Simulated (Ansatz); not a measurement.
`F[C](=[Se])[InH2]` + HCl → `[Cl][InH2]` + `FC=[Se]`  (ligand exchange at the In–C bond)

Computed with Ansatz on PBE0-D4/def2-TZVP structures; ΔE is electronic, products minus reactants. CCSD(T)/CBS adds triple-zeta CCSD(T) − MP2 to the extrapolated MP2 energy (def2 sets, frozen cores). This one scheme is used for every species. DFT in def2-TZVPP. Elements past krypton have def2 core potentials. For In, Se outer-core shells are correlated without core-valence functions, which leaves a few kJ/mol of doubt a bond. Scalar relativity is left out up to krypton.

```tsv
level	ΔE (kJ/mol)
PBE0-D4	-124.1
r2SCAN	-124.4
BHLYP	-141.8
CCSD/def2-SVP	-131.7
```

What does CCSD(T)/CBS give? (Best estimate.)

The calculation gave: -119.3 kJ/mol. The listed levels differ from it by -4.8, -5.1, -22.5, -12.4 kJ/mol.

What do rigid-rotor, harmonic-oscillator terms from PBE0-D4/def2-TZVP frequencies (298.15 K, 1 bar) make of the CCSD(T)/CBS value? (An estimate is asked.)

The calculation gave: ΔZPE = +11.3 kJ/mol, ΔH = -111.6 kJ/mol, ΔS = 9 J/(mol·K), ΔG = -114.3 kJ/mol.

Largest T1 diagnostic among the species: 0.018.

From r2SCAN to r2SCAN0 (25 % exact exchange), in def2-TZVPP and without D4, ΔE moves by −5.2 kJ/mol. At CCSD(T), def2-SVP lies −6.6 kJ/mol from the extrapolated value and def2-TZVPP +0.5 kJ/mol. The D4 term adds +5.3 kJ/mol with B3LYP and +2.8 kJ/mol with PBE0; it sums over pairs of atoms, weighted by their polarisabilities, and B3LYP, whose exchange is more repulsive, gets the larger term.

B3LYP here is the variant with VWN-RPA as its local correlation; programs differ in this.
